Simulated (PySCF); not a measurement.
Radial density of Mo (molybdenum, neutral)

wB97X, [Kr] 4d5 5s1, high-spin 7S determinant. All numbers are calculated (PySCF 2.14, the spin-free X2C one-electron Hamiltonian (Gaussian nucleus), in x2c-TZVPPall).

| r (bohr) | 4πr²ρ (e/bohr) | 4πr²(ρα − ρβ) |
| --- | --- | --- |
| 0.0380 | 47.48 | -0.0019 |
| 0.0640 | 48.65 | 0.0081 |
| 0.108 | 65.73 | 0.1035 |
| 0.181 | 45.10 | 0.4055 |
| 0.305 | 48.59 | 0.5572 |
| 0.512 | 30.10 | -0.0003 |
| 0.862 | 11.30 | 1.3529 |
| 1.45 | 8.120 | 2.8746 |
| 2.44 | 2.003 | 1.6427 |
| 4.10 | 0.4297 | 0.4285 |
| 6.90 | 0.02875 | 0.0287 |
| 11.6 | 8.744e-05 | 0.0001 |

Densities and radii are taken from the X2C orbitals without a picture-change correction, which distorts them close to the nucleus.
